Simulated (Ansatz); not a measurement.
Mulliken charges of F₂H₄OSSi₂, SMILES `F[SiH](F)O[SiH2]S` from ωB97M-V/def2-TZVPP in Ansatz (PBE0-D4/def2-TZVP geometry).

| atom | x (Å) | y (Å) | z (Å) | charge (e) |
| --- | --- | --- | --- | --- |
| F1 | -0.252 | -2.652 | 0.731 | -0.298 |
| Si2 | 0.679 | -1.754 | -0.178 | 0.750 |
| F3 | 0.507 | -2.272 | -1.662 | -0.298 |
| O4 | 0.218 | -0.227 | -0.079 | -0.321 |
| Si5 | -0.681 | 1.132 | -0.241 | 0.347 |
| S6 | 0.307 | 2.822 | 0.574 | -0.233 |
| H7 | 2.072 | -1.921 | 0.240 | -0.038 |
| H8 | -0.856 | 1.433 | -1.679 | -0.013 |
| H9 | -1.971 | 0.907 | 0.448 | -0.015 |
| H10 | 0.060 | 2.481 | 1.850 | 0.120 |

Q: By hand: the dipole of these point charges (1 e Å = 4.8032 D).

A: Σ q r = (0.025, 0.298, 0.180) e Å, of length 0.349 e Å = 1.68 D.

Q: How does the dipole of the full density compare? (Best estimate.)

A: The calculation gave: (0.025, 0.156, 0.177) e Å, 1.14 D; the point charges give 1.47 times that, at 18° from its direction.

Point charges leave out the atoms' own dipoles, such as those of lone pairs, and Mulliken's split depends on the basis, so the two needn't agree.
